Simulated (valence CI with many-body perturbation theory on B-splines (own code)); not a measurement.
## E1 transitions of N

Computed by valence CI with perturbative core correlation (CI+MBPT): five valence electrons over a frozen Dirac-Fock core [He], radial functions for each j: 9 s, 9 p, 8 d, 6 f, 3 g, 1 h, with the one-electron correlation potential Σ1, the two-electron term Σ2, the three-electron term Σ3, Breit, model QED; selected CI, second order for the rest, scaled by the run's own slope (own B-spline code, finite nucleus).

Against 40 measured levels this calculation errs by 83 cm⁻¹ on average and by 191 at most. These come from a selection out of the NIST Handbook of Basic Atomic Spectroscopic Data. Levels without a partner in it may be off by more. Among the levels kept, up to 2300 cm⁻¹ of a level comes from second order outside the variational space, and about a tenth of that is noise between levels of different J, which matters for small intervals.

Lines 1 to 50 of 272 in falling wavelength, among levels below 13.563 eV, chosen from the strongest by gf and those to the six lowest levels. Wavelengths and rates use the calculated energies, so an error of 80 cm⁻¹ moves a line at 4982 nm by 4 % and its rate by three times that or more. Electric multipoles are in the length gauge, E1 and E2 with the static RPA response of the core. Weak lines are less certain than strong ones. Lines between different terms over intervals too small for the method are left out, as are lines whose strength nearly cancels. Where a level lies close to another of its J and parity, the split of strength between their lines is uncertain. The highest levels of a list are the least certain.

Names give the largest LS component (configuration and term), which can be under half, so a name can repeat, a term be missing and a line seem to break the LS rules; names also repeat where a configuration has a term twice.

```
λ vac (nm)             Upper            Lower   A (s⁻¹)  log gf  Branch %
      4982  2s²2p²4p ⁴P°_5/2  2s²2p²3d ⁴D_7/2  4.25e+05   -0.02       7.7
      4955  2s²2p²4p ²D°_3/2  2s²2p²3d ²D_3/2  8.83e+04   -0.89       2.1
      4934  2s²2p²4p ⁴D°_1/2  2s²2p²3d ⁴F_3/2  6.60e+05   -0.32      15.4
      4886  2s²2p²4p ⁴D°_3/2  2s²2p²3d ⁴F_5/2  5.57e+05   -0.10      12.9
      4872  2s²2p²4p ⁴P°_1/2  2s²2p²3d ⁴P_3/2  1.98e+05   -0.85       3.7
      4862  2s²2p²4p ⁴D°_3/2  2s²2p²3d ⁴F_3/2  1.19e+05   -0.77       2.7
      4826  2s²2p²4p ⁴D°_7/2  2s²2p²3d ⁴F_9/2  6.09e+05    0.23      14.6
      4819  2s²2p²4p ²D°_5/2  2s²2p²3d ²D_5/2  1.25e+05   -0.58       3.0
      4806  2s²2p²4p ⁴D°_5/2  2s²2p²3d ⁴F_5/2  8.89e+04   -0.73       2.1
      4791  2s²2p²4p ⁴D°_5/2  2s²2p²3d ⁴F_7/2  5.92e+05    0.09      13.8
      4716  2s²2p²4p ⁴P°_3/2  2s²2p²3d ⁴P_5/2  9.67e+04   -0.89       1.7
      4716  2s²2p²4p ⁴D°_7/2  2s²2p²3d ⁴F_7/2  4.93e+04   -0.88       1.2
      4694  2s²2p²4p ⁴P°_3/2  2s²2p²3d ²F_5/2  9.75e+04   -0.89       1.8
      4440  2s²2p²4p ²S°_1/2  2s²2p²4s ²P_3/2  4.58e+05   -0.57      11.7
      4303  2s²2p²4p ²D°_3/2  2s²2p²3d ⁴P_5/2  3.24e+05   -0.44       7.6
      4285  2s²2p²4p ²D°_3/2  2s²2p²3d ²F_5/2  5.25e+05   -0.24      12.4
      4227  2s²2p²4p ²S°_1/2  2s²2p²4s ²P_1/2  3.75e+05   -0.70       9.6
      4218  2s²2p²4p ²D°_5/2  2s²2p²3d ²F_7/2  8.23e+05    0.12      19.7
      4098  2s²2p²4p ²P°_1/2  2s²2p²3d ²D_3/2  8.58e+05   -0.36      12.8
      4042  2s²2p²4p ²P°_3/2  2s²2p²3d ²D_5/2  8.19e+05   -0.10      12.3
      4019  2s²2p²4p ²P°_3/2  2s²2p²3d ²D_3/2  1.27e+05   -0.91       1.9
      3977  2s²2p²4p ²D°_3/2  2s²2p²3d ²P_1/2  1.10e+05   -0.98       2.6
      3938  2s²2p²4p ⁴S°_3/2  2s²2p²3d ⁴P_3/2  4.97e+05   -0.34       5.8
      3923  2s²2p²4p ⁴S°_3/2  2s²2p²3d ⁴P_1/2  2.87e+05   -0.58       3.3
      3870  2s²2p²4p ⁴S°_3/2  2s²2p²3d ⁴P_5/2  4.82e+05   -0.36       5.6
      3859  2s²2p²4p ²D°_5/2  2s²2p²3d ²P_3/2  2.00e+05   -0.57       4.8
      3855  2s²2p²4p ⁴S°_3/2  2s²2p²3d ²F_5/2  2.56e+05   -0.64       3.0
      3403  2s²2p²4p ²D°_3/2  2s²2p²4s ²P_3/2  2.77e+05   -0.72       6.5
      3323  2s²2p²4p ²D°_5/2  2s²2p²4s ²P_3/2  2.45e+06    0.39      58.8
      3277  2s²2p²4p ²D°_3/2  2s²2p²4s ²P_1/2  2.29e+06    0.17      54.1
      3275  2s²2p²4p ⁴D°_5/2  2s²2p²4s ⁴P_5/2  4.45e+05   -0.37      10.4
      3258  2s²2p²4p ⁴D°_1/2  2s²2p²4s ⁴P_3/2  3.16e+05   -1.00       7.4
      3239  2s²2p²4p ⁴D°_7/2  2s²2p²4s ⁴P_5/2  2.88e+06    0.56      69.1
      3227  2s²2p²4p ⁴D°_3/2  2s²2p²4s ⁴P_3/2  1.28e+06   -0.10      29.6
      3192  2s²2p²4p ⁴D°_5/2  2s²2p²4s ⁴P_3/2  2.54e+06    0.37      59.3
      3176  2s²2p²4p ⁴D°_1/2  2s²2p²4s ⁴P_1/2  2.73e+06   -0.08      63.6
      3146  2s²2p²4p ⁴D°_3/2  2s²2p²4s ⁴P_1/2  1.73e+06    0.01      40.0
      3100  2s²2p²4p ⁴P°_3/2  2s²2p²4s ⁴P_5/2  1.42e+06   -0.09      25.7
      3064  2s²2p²4p ⁴P°_5/2  2s²2p²4s ⁴P_5/2  3.02e+06    0.41      54.9
      3048  2s²2p²4p ⁴P°_1/2  2s²2p²4s ⁴P_3/2  3.23e+06   -0.05      59.5
      3026  2s²2p²4p ⁴P°_3/2  2s²2p²4s ⁴P_3/2  9.81e+05   -0.27      17.7
      2991  2s²2p²4p ⁴P°_5/2  2s²2p²4s ⁴P_3/2  6.48e+05   -0.28      11.8
      2976  2s²2p²4p ²P°_1/2  2s²2p²4s ²P_3/2  1.50e+06   -0.40      22.5
      2975  2s²2p²4p ⁴P°_1/2  2s²2p²4s ⁴P_1/2  4.40e+05   -0.93       8.1
      2955  2s²2p²4p ⁴P°_3/2  2s²2p²4s ⁴P_1/2  1.35e+06   -0.15      24.3
      2934  2s²2p²4p ²P°_3/2  2s²2p²4s ²P_3/2  3.64e+06    0.27      54.4
      2878  2s²2p²4p ²P°_1/2  2s²2p²4s ²P_1/2  2.82e+06   -0.15      42.1
      2839  2s²2p²4p ²P°_3/2  2s²2p²4s ²P_1/2  6.01e+05   -0.54       9.0
      2711  2s²2p²4p ⁴S°_3/2  2s²2p²4s ⁴P_5/2  2.40e+06    0.02      27.8
      2654  2s²2p²4p ⁴S°_3/2  2s²2p²4s ⁴P_3/2  1.23e+06   -0.28      14.3
```
